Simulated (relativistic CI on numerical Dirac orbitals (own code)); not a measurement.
Electric-dipole transitions in Pt⁺

Computed by Dirac-Coulomb-Breit CI, separate exchange-only KLI orbitals for each configuration, model QED (radiative potential, 1s self-energy scaled to tabulated hydrogen-like ionisation energies), valence Slater integrals scaled by 0.85, P86 correlation energy added to each configuration (own radial code, finite nucleus).

CI space (outside the closed core [Xe] 4f14): 5d9, 5d8 6s, 5d8 6p, 5d7 6s 6p, 5d8 7s, 5d8 6d, 5d8 7p, 5d8 8s, 5d8 5f, 5d8 7d, 5d8 8p, 5d8 6f, 5d8 5g, 5d8 8d, 5d8 7f, 5d7 6s2, 5d6 6s2 6p, 5d6 6s2 7s, 5d6 6s2 6d, 5d6 6s2 7p, 5d6 6s2 8s, 5d7 6s 7s, 5d6 6s 6p 7s, 5d6 6s 7s2, 5d6 6s 6d 7s, 5d6 6s 7s 7p, 5d6 6s 7s 8s. Double excitations out of closed p, d and f shells are left out; levels of such configurations are missing from the list, as are those of other unlisted configurations, and high levels can miss mixing partners.

| λ vac (nm) | Lower | Upper | A (s⁻¹) | E lower (cm⁻¹) | E upper (cm⁻¹) |
| --- | --- | --- | --- | --- | --- |
| 111.18 | 5d8 6s 4F_9/2 [2] | 5d7 6s 6p 4F°_9/2 [155] | 7.32e+08 | 6568.7 | 96513.4 |
| 119.22 | 5d8 6s 4F_9/2 [2] | 5d7 6s 6p 4G°_11/2 [128] | 1.43e+09 | 6568.7 | 90449.5 |
| 122.14 | 5d8 6s 4F_9/2 [2] | 5d7 6s 6p 4F°_9/2 [118] | 1.38e+09 | 6568.7 | 88443.6 |
| 133.71 | 5d9 2D_3/2 [3] | 5d8 6p 2D°_3/2 [102] | 1.04e+09 | 8156.9 | 82943.6 |
| 133.98 | 5d9 2D_5/2 [1] | 5d8 6p 2F°_7/2 [75] | 6.62e+08 | 0.0 | 74638.4 |
| 152.72 | 5d7 6s2 2H_11/2 [28] | 5d7 6s 6p 2H°_11/2 [374] | 1.49e+09 | 55246.3 | 120726.5 |
| 156.43 | 5d7 6s2 4F_9/2 [16] | 5d7 6s 6p 4G°_11/2 [161] | 1.02e+09 | 33689.0 | 97617.4 |
| 159.17 | 5d7 6s2 4F_9/2 [16] | 5d7 6s 6p 4F°_9/2 [155] | 8.54e+08 | 33689.0 | 96513.4 |
| 160.99 | 5d7 6s2 2H_11/2 [28] | 5d7 6s 6p 2I°_13/2 [337] | 1.03e+09 | 55246.3 | 117361.3 |
| 166.70 | 5d7 6s2 2G_9/2 [25] | 5d7 6s 6p 2H°_11/2 [266] | 1.04e+09 | 50331.6 | 110320.2 |
| 190.97 | 5d8 6s 4F_9/2 [2] | 5d8 6p 4F°_9/2 [34] | 2.04e+08 | 6568.7 | 58933.8 |
| 191.91 | 5d8 6s 4F_9/2 [2] | 5d8 6p 4G°_11/2 [33] | 5.95e+08 | 6568.7 | 58676.0 |
| 205.16 | 5d8 6s 2G_9/2 [13] | 5d8 6p 2H°_11/2 [87] | 3.12e+08 | 29867.8 | 78609.2 |
| 207.34 | 5d8 6s 4F_7/2 [4] | 5d8 6p 4G°_7/2 [36] | 3.51e+08 | 11327.3 | 59557.9 |
| 210.16 | 5d8 6s 2F_7/2 [8] | 5d8 6p 4G°_9/2 [54] | 3.37e+08 | 20443.9 | 68027.3 |
| 214.60 | 5d8 6p 2G°_9/2 [26] | 5d8 6d 2H_11/2 [172] | 6.15e+08 | 53068.8 | 99666.6 |
| 215.05 | 5d8 6s 4F_9/2 [2] | 5d8 6p 2G°_9/2 [26] | 1.77e+08 | 6568.7 | 53068.8 |
| 231.39 | 5d8 6s 4F_9/2 [2] | 5d8 6p 4D°_7/2 [24] | 2.59e+08 | 6568.7 | 49786.5 |
| 242.93 | 5d8 6p 4G°_11/2 [33] | 5d8 6d 4H_13/2 [175] | 6.53e+08 | 58676.0 | 99840.0 |
| 243.90 | 5d8 6p 4G°_9/2 [54] | 5d8 6d 4H_11/2 [249] | 6.34e+08 | 68027.3 | 109027.8 |

Terms are leading LS components. Brackets give the number of a level in order of energy, since labels repeat. The list gives strong lines, with weight on those to low levels, without lines whose two gauges differ by over a factor of 2.5, among the lowest 400 of 4567 levels, so that lines to higher ones, which can be the strongest, are missing, and without lines across small gaps between configurations, and without 25 lines that miss the measured interval by over 3.5 %, start from a term whose rates miss tabulated ones by over 60 %, have gauges far apart or, lacking measured levels, span too small a gap for the errors found; lines with a level outside our table were not tested and can miss by more. Levels whose partners in the same complex of configurations lie outside the list can be far off, and so can their lines. Rates are taken at the computed energies, electric ones in the length gauge.

Correlation outside the listed configurations is missing or only estimated: errors of thousands of cm⁻¹ between configurations and terms are usual at this charge. Rates and lifetimes follow the computed energies and can be off by large factors. The fine structure of a lone outer electron comes out too small, for d and f at times inverted, and misplaced configurations move strength between like terms.

LS names give the leading component of a level, which can be under half, so a name can repeat, a term be missing and a line seem to break the LS rules.
